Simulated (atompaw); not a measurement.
**u(r) = r·R(r): atom against pseudo-atom (phosphorus (P))**

Columns: radius, all-electron u(r) and pseudo u(r) of the 2p shell (level -125.26 eV) of phosphorus in the configuration [He] 2s2 2p6 3s1.5 3p3.5; LDA (PW92), scalar-relativistic, PAW (atompaw) scheme, atompaw 4.2.0.5.

```
r (bohr)  all-electron  pseudo
   0.044        0.1511  0.0315
   0.088        0.4424  0.1226
   0.133        0.7462  0.2665
   0.177        0.9940  0.4410
   0.221        1.1770  0.6302
   0.265        1.2963  0.8146
   0.310        1.3612  0.9801
   0.354        1.3796  1.1058
   0.398        1.3638  1.1878
   0.442        1.3231  1.2242
   0.487        1.2635  1.2180
   0.531        1.1936  1.1778
   0.575        1.1171  1.1140
   0.619        1.0374  1.0376
   0.663        0.9571  0.9572
   0.708        0.8764  0.8764
   0.752        0.8003  0.8003
   0.796        0.7279  0.7279
   0.840        0.6597  0.6597
   0.885        0.5947  0.5947
   0.929        0.5359  0.5359
   0.973        0.4817  0.4817
   1.017        0.4322  0.4322
   1.062        0.3860  0.3860
   1.106        0.3451  0.3451
   1.150        0.3081  0.3081
```

Task: How many radial nodes do the two functions have?

Result: The all-electron 2p function has n − l − 1 = 0; the pseudo-wave has 0.

Task: At about which radius was the pseudo-wave matched?

Result: 0.70 bohr. The columns agree to 0.0005 from 0.62 bohr on; several derivatives are matched, so the curves merge somewhat inside the radius.

Task: Where does each function peak?

Result: Outermost all-electron maximum near 0.35 bohr, pseudo maximum near 0.44 bohr (to the table’s step).

Task: Is the pseudo-wave norm-conserving?

Result: No, it belongs to a PAW set: the norm inside the radius is not constrained, and the difference is carried by the augmentation charge.
